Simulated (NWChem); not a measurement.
A series in which one site is exchanged, each optimised at PBE0/def2-SVP with NWChem, gas phase unless a solvent is named. For some, no frequency run checked for a minimum. def2 effective core potentials on Cd; no spin-orbit coupling.

A: [ZnH][SH] (ZnH2S; site = Zn)
B: [SH][CdH] (CdH$_{2}$S; site = Cd)
C: [MgH][SH] (MgH2S; site = Mg)
D: SS (H2S2; site = S)

Values for A:

| Item | Value |
|---|---|
| dipole (D), PBE0/def2-SVP | 1.51 |
| static polarisability, PBE/def2-SVPD (bohr³) | 51.3 |
| lowest singlet excitation, PBE/def2-SVPD, TDA (eV) | 4.67 |

### Question
How do these values change for the other members?

### Answer
```tsv
change from A	B	C	D
dipole (D), PBE0/def2-SVP	-0.01	-0.27	-0.03
static polarisability, PBE/def2-SVPD (bohr³)	+7.1	+4.9	-5.7
lowest singlet excitation, PBE/def2-SVPD, TDA (eV)	-0.25	-0.25	-0.23
```
